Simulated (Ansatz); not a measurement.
Geometry optimisation, Ansatz, UHF/def2-SVP.

The input (input.yaml):

```yaml
crystal:
  periodic: [false, false, false]
  atoms:
    - { symbol: Ge, position_ang: [0.0, 0.0, 0.0] }
    - { symbol: Cl, position_ang: [0.0, 0.0, 2.47] }
    - { symbol: H, position_ang: [1.4616, 0.0, -0.5162] }
    - { symbol: H, position_ang: [-0.73, 1.2648, -0.5162] }
    - { symbol: H, position_ang: [-0.73, -1.2648, -0.5162] }
    - { symbol: C, position_ang: [0.0, 0.0, 4.55] }
    - { symbol: H, position_ang: [-0.5653, -0.8805, 4.9205] }
    - { symbol: H, position_ang: [1.0452, -0.0494, 4.9205] }
    - { symbol: H, position_ang: [-0.4798, 0.9298, 4.9205] }
magnetization:
  spin_polarized: true
  initial_magnetization: 1
basis:
  gaussian: { orbitals: def2-SVP }
hamiltonian:
  xc: hf
relax:
  f_tol: 0.15
  max_steps: 25
  restrain:
    - { distance: [1, 5], at: 2.98, k: 30.0 }
    - { distance: [0, 1], at: 2.22, k: 30.0 }
```

Command:

```bash
$ ansatz run input.yaml --threads 2 --pin off --max-ram 3072MiB --backend cpu --events-out ev --progress --plain --runs-dir out
```

Where does it end, and by what steps?

It converged. The restraints hold the end off the free minimum. After 4 steps the energy has fallen by 1.777 eV (the restraints' own energy left out); C6 moved furthest, 0.50 Å.

| step | energy less start (eV) | largest force component (eV/Å) | accepted |
| --- | --- | --- | --- |
| 0 | 0.0000 | 3.249 | yes |
| 1 | -1.1028 | 3.049 | yes |
| 2 | -1.6712 | 0.962 | yes |
| 3 | -1.7729 | 0.891 | yes |
| 4 | -1.7771 | 0.891 | yes |

```xyz
9
Properties=species:S:1:pos:R:3
Ge 0.000 0.000 -0.149
Cl 0.002 0.000 2.055
H 1.456 0.001 -0.603
H -0.729 1.261 -0.601
H -0.728 -1.262 -0.601
C 0.000 0.000 5.049
H -0.584 -0.909 5.026
H 1.079 -0.052 5.034
H -0.494 0.960 5.023
```

The run took 8.3 s on 2 threads of Arm Neoverse V2, on a shared host, peak memory 0.24 GiB.
